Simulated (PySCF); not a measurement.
B(Br)(Me)(NH2) (CH₅BBrN), SMILES CB(N)Br.

Coordinates come from a B3LYP-D3(BJ)/def2-SVP optimisation. The structure was generated by enumeration, and PubChem lists no compound with its InChIKey, so it may never have been made. One conformer was computed; it need not be the lowest.

All values below come from TDA-ωB97X/def2-SVPD in PySCF 2.14.0.

Vertical excitations.  State labels are in the subgroup Cs.

```
state  symmetry  energy (eV)  λ (nm)      f                                                          main pairs
-----  --------  -----------  ------  -----  ------------------------------------------------------------------
S1           A"         7.22     172  0.000                                                    HOMO→LUMO+1 95 %
S2           A"         7.59     163  0.004                                                    HOMO−1→LUMO 82 %
S3           A'         7.67     162  0.116                                  HOMO−1→LUMO+1 68 %, HOMO→LUMO 23 %
S4           A'         7.78     159  0.133                HOMO→LUMO 51 %, HOMO−1→LUMO+1 24 %, HOMO→LUMO+2 14 %
S5           A"         8.09     153  0.017          HOMO−1→LUMO+2 56 %, HOMO−1→LUMO+5 11 %, HOMO−1→LUMO+8 11 %
S6           A'         8.20     151  0.027  HOMO→LUMO+2 42 %, HOMO→LUMO+5 28 %, HOMO→LUMO+8 9 %, HOMO→LUMO 9 %
S7           A"         8.52     146  0.066            HOMO−3→LUMO+1 54 %, HOMO−2→LUMO 19 %, HOMO−1→LUMO+5 14 %
S8           A"         8.57     145  0.064            HOMO−3→LUMO+1 36 %, HOMO−1→LUMO+5 27 %, HOMO−2→LUMO 23 %
S9           A'         9.08     137  0.238                                                  HOMO−2→LUMO+1 75 %
S10          A"         9.11     136  0.002                                                  HOMO−1→LUMO+3 69 %
T1           A'         6.55     189      0                              HOMO−1→LUMO+1 72 %, HOMO−2→LUMO+1 20 %
T2           A"         7.06     176      0                                                    HOMO→LUMO+1 91 %
T3           A'         7.45     166      0                  HOMO→LUMO+2 35 %, HOMO→LUMO 34 %, HOMO→LUMO+8 16 %
T4           A"         7.45     166      0                                                    HOMO−1→LUMO 72 %
```
Triplets are in the Tamm–Dancoff approximation.
